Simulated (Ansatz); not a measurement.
`FC(F)(F)C1=CC(C(F)(F)F)=[O+][B-](Cl)(Cl)O1` + `[OH][Hf]([F])([F])[Br]` → `F[B-]1(Cl)OC(C(F)(F)F)=CC(C(F)(F)F)=[O+]1` + `[OH][Hf]([F])([Cl])[Br]`  (redistribution)

Computed with Ansatz on PBE0-D4/def2-TZVP structures; ΔE is electronic, products minus reactants. CCSD(T)/CBS adds triple-zeta CCSD(T) − MP2 to the extrapolated MP2 energy (def2 sets, frozen cores). Functionals use def2-TZVPP. def2 core potentials past Kr. For Br, Hf outer-core shells are correlated without core-valence functions, which leaves a few kJ/mol of doubt a bond. Scalar relativity is left out up to krypton. One conformer a species, not always the lowest.

```
                                     species  PBE-D4 energy (Eh)
`FC(F)(F)C1=CC(C(F)(F)F)=[O+][B-](Cl)(Cl)O1`         -1885.14589
                    `[OH][Hf]([F])([F])[Br]`         -2897.52184
 `F[B-]1(Cl)OC(C(F)(F)F)=CC(C(F)(F)F)=[O+]1`         -1524.93436
                   `[OH][Hf]([F])([Cl])[Br]`         -3257.74831
```

Work out ΔE.

ΔE = (-1524.93436) + (-3257.74831) − (-1885.14589) − (-2897.52184) = -0.01494 Eh = -0.41 eV. CCSD(T)/CBS gives -0.51 eV.

Largest T1 diagnostic among the species: 0.015.

Leaving LDA and LC-ωPBE aside and taking each functional with its dispersion term where it has one, the values, not all of them listed here, spread over 0.25 eV, from BHLYP-D4 to revPBE-D4. LDA lies −0.05 eV from PBE without D4. The D4 term adds +0.04 eV with B3LYP and +0.02 eV with PBE0; it sums over pairs of atoms, weighted by their polarisabilities, and B3LYP, whose exchange is more repulsive, gets the larger term. In def2-TZVPP, CCSD(T) changes the Hartree–Fock value by +0.19 eV (the triples alone add +0.02 eV) and MP2 by +0.24 eV.

B3LYP here is the variant with VWN-RPA as its local correlation; programs differ in this.
